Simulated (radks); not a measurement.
The numbers below are computed, except where a source is named.
Q: Neutral scandium, configuration [Ar] 3d1 4s2. Level of theory: non-relativistic Kohn-Sham, PBE, spin-polarised, spherical densities, point nucleus; open shells are filled with parallel spins first (a radial shooting solver on a logarithmic mesh with Libxc functionals). Some entries of the table are withheld. Estimate them.

orbital,occ.,eigenvalue (hartree),<r^2> (bohr^2)
1s down,1,-160.6210,0.007271
1s up,1,-160.6208,0.007271
2s up,1,-17.25616,0.1417
2s down,1,-17.24827,0.1416
2p up,3,-14.24821,0.1176
2p down,3,-14.24216,0.1175
3s up,1,-2.01166,1.350
3s down,1,-1.98265,1.350
3p up,3,(1),1.615
3p down,3,(2),1.617
4s up,1,-0.15674,(3)
4s down,1,-0.14712,(4)
3d up,1,-0.13419,4.513
3d down,0,-0.10929,5.008

A: 
(1) 3p up eigenvalue (hartree): -1.24666
(2) 3p down eigenvalue (hartree): -1.21764
(3) 4s up <r^2> (bohr^2): 15.81
(4) 4s down <r^2> (bohr^2): 16.54
